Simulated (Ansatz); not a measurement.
A run for Ansatz (an electronic-structure program): R-CCSD(T)/aug-cc-pVTZ on BH3 (SMILES B).

Ansatz 0.2 input:
```yaml
crystal:
  periodic: [false, false, false]
  atoms:
    - {symbol: B, position_ang: [0.21063250, 0.24930107, 0.78962312]}
    - {symbol: H, position_ang: [0.61722313, -0.76718016, 0.28698297]}
    - {symbol: H, position_ang: [-0.85291573, 0.63723910, 0.39399765]}
    - {symbol: H, position_ang: [1.03722783, 1.09088237, 1.00556400]}
basis:
  gaussian:
    orbitals: aug-cc-pVTZ
magnetization: {spin_polarized: false}
correlation: {method: ccsd_t, electrons: outside_noble_gas}
scf: {lower_state_search: off}
```

The head of its log:

```
WARN ansatz: RAYON_NUM_THREADS=1 ignored (pool sized by the plan → 1); use --threads N
Functional definition: HF
these checks for a lower state are left out or cut short: stability, starts, cluster_reference, orbital_swaps, neighbouring_geometries, increment
integrals: 0.16 GiB planned
633 factors; integrals over basis functions are off by at most 1.4e-3 eV
mean field: 0.13 GiB planned
mean field evaluation 1: about -717.5589 eV, gradient 1.0e1 eV
mean field evaluation 2: about -717.5587 eV, gradient 1.0e1 eV
mean field evaluation 4: about -717.9960 eV, gradient 3.0e-1 eV
mean field evaluation 8: about -717.9966 eV, gradient 4.6e-4 eV
mean field -717.99658335 eV, -26.3858877626 hartree, gradient 2.4e-6 eV, S^2 0.000000; 0 other end points of the search recorded, 0 dependent functions left out
1 core orbitals not correlated
reference -717.99658335 eV, -26.3858877626 hartree; 3, 3 occupied and 111, 111 virtual orbitals, 633 factors
```

**Question.** Give the final energy of this run.

**Answer.** -26.5261 hartree (reference determinant -26.3859, T1 diagnostic 0.007).
